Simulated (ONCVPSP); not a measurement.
## zirconium (Zr): ONCV pseudisation with PBE, scalar-relativistic reference atom.

* Element: zirconium
* Generator: ONCVPSP 4.0.1
* Type: optimised norm-conserving Vanderbilt (ONCV)
* Functional: PBE
* Relativity: scalar-relativistic
* Frozen core: [Kr]
* Valence charge: 4
* Reference configuration: 4d3 5s1
* Partial waves: 5s: rc 3.40 bohr, ncon 4, nbas 8, qcut 1.9 1/bohr, 3 projectors, debl 2.4 Ha; p scattering state at 0.31 Ha: rc 3.05 bohr, ncon 4, nbas 7, qcut 3.1 1/bohr, 3 projectors, debl 3.2 Ha; 4d: rc 2.85 bohr, ncon 5, nbas 10, qcut 4.6 1/bohr, 2 projectors, debl 3.4 Ha
* Local potential: polynomial inside 2.40 bohr (lpopt 5, dvloc0 1 Ha)
* Core correction: none

In the p channel the program set the typed energies aside and used 0.050, 3.250, 6.450 Ha.

All-electron outer shells of the reference configuration (PBE, scalar-relativistic, ld1.x):

```json
{"shell": "4p", "level (eV)": "-30.51", "outermost node (bohr)": "0.56", "outermost maximum (bohr)": "1.19"}
{"shell": "5s", "level (eV)": "-3.84", "outermost node (bohr)": "1.48", "outermost maximum (bohr)": "3.23"}
{"shell": "4d", "level (eV)": "-2.33", "outermost node (bohr)": "0.58", "outermost maximum (bohr)": "1.65"}
```

What the tests gave:

* Cutoffs needed: 8.8 Ha and 11 Ha (the cutoffs (Ha) at which the residual kinetic energy of the hardest occupied pseudo-wave falls to 1 and 0.1 mHa per electron) The cutoffs count occupied waves only; projector 2 of the d channel, the hardest unoccupied one, needs 32 Ha at the loose tolerance.
* Ghost test: no bound ghost flagged; GHOST(+) flagged for s at 127.7 eV, p at 185.5 eV
* Largest excitation error: +107 meV (all-electron minus pseudo) for 4d2 5s0, out of 4 test configurations

Generation and tests took about 4.9 s on one core of a shared server CPU.
